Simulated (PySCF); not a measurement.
PySCF 2.14 output of an unrestricted TPSS calculation on a single atom or ion in x2c-TZVPPall with one added diffuse shell each of s, p, d, f type (9s7p7d3f1g, 95 functions), with the spin-free X2C one-electron Hamiltonian (Gaussian nucleus):

```
SCF conv_tol = 1e-09
number electrons alpha = 24  beta = 20
    J. Tao, J. P. Perdew, V. N. Staroverov, and G. E. Scuseria.,  Phys. Rev. Lett. 91, 146401 (2003)
    J. P. Perdew, J. Tao, V. N. Staroverov, and G. E. Scuseria.,  J. Chem. Phys. 120, 6898 (2004)
    J. Tao, J. P. Perdew, V. N. Staroverov, and G. E. Scuseria.,  Phys. Rev. Lett. 91, 146401 (2003)
    J. P. Perdew, J. Tao, V. N. Staroverov, and G. E. Scuseria.,  J. Chem. Phys. 120, 6898 (2004)
cycle= 1 E= -4530.09210190114  delta_E= -0.019  |g|= 0.0795  |ddm|= 0.485
cycle= 2 E= -4530.09224667761  delta_E= -0.000145  |g|= 0.0513  |ddm|= 0.109
cycle= 3 E= -4530.09254795553  delta_E= -0.000301  |g|= 0.0158  |ddm|= 0.0481
cycle= 4 E= -4530.09261524069  delta_E= -6.73e-05  |g|= 0.000621  |ddm|= 0.0197
cycle= 5 E= -4530.092615391  delta_E= -1.5e-07  |g|= 0.000185  |ddm|= 0.00145
cycle= 6 E= -4530.09261540342  delta_E= -1.24e-08  |g|= 1.38e-05  |ddm|= 0.000434
cycle= 7 E= -4530.09261540335  delta_E= 7.64e-11  |g|= 1.43e-06  |ddm|= 5.38e-05
converged SCF energy = -4530.09261540335  <S^2> = 6.01035  2S+1 = 5.0041383
```

The run itself started from symmetry-adapted Hartree-Fock orbitals and held the occupation by maximum overlap, on a logarithmic radial grid, so the iterations belong to that start.

Problem. Which element, charge and spin multiplicity is this?

Solution. Ru (ruthenium, neutral), multiplicity 5; the state was [Kr] 4d6 5s2, high-spin 5D determinant (an excited configuration).
